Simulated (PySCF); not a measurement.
**Adding and removing an electron: GeH**

PBE0; basis Ge def2-TZVPPD, H def2-TZVPPD; no relativity; PySCF 2.14. Neutral (UKS): doublet (π ↑), Re = 1.601 Å, ωe = 1899 cm⁻¹, De = 2.88 eV, HOMO -5.30 eV, LUMO -3.17 eV.

GeH⁺ (UKS): singlet (closed shell), Re = 1.589 Å, ωe = 2010 cm⁻¹, De = 3.02 eV to Ge⁺ + H. The energies at the minima are -2077.26222 hartree for GeH and -2076.97555 for GeH⁺.

Problem. Work out the adiabatic ionisation energy, without and with harmonic zero-point energies (1 hartree = 27.2114 eV, 1 eV = 8065.5 cm⁻¹), and the change of the bond length.

Solution. At PBE0: 0.28667 hartree = 7.801 eV between the minima; the zero-point term (2010.0 − 1899.0)/2 cm⁻¹ = +0.007 eV makes it 7.808 eV. Re changes by -1.2 pm against the neutral. The electron leaves a π orbital, which is non-bonding in a hydride.

GeH⁻ (UKS): triplet (π ↑↑), Re = 1.635 Å, ωe = 1688 cm⁻¹. The energies at the minima are -2077.26222 hartree for GeH and -2077.29979 for GeH⁻.

Problem. Work out the adiabatic electron affinity, without and with harmonic zero-point energies (1 hartree = 27.2114 eV, 1 eV = 8065.5 cm⁻¹), and the change of the bond length.

Solution. At PBE0: 0.03757 hartree = 1.022 eV between the minima; the zero-point term (1899.0 − 1688.0)/2 cm⁻¹ = +0.013 eV makes it 1.035 eV. Re changes by +3.4 pm against the neutral. The electron enters a π orbital, which is non-bonding in a hydride.

Spin–orbit coupling is left out. For an ion De counts to the pair picked by the measured ionisation energies or electron affinities, which need not be the lowest pair at this level. The highest Kohn–Sham level is positive in this anion. Much of that is self-interaction error, but it also means that the finite basis helps to hold the extra electron. States were picked by a PBE0 search and need not be the measured ground states.
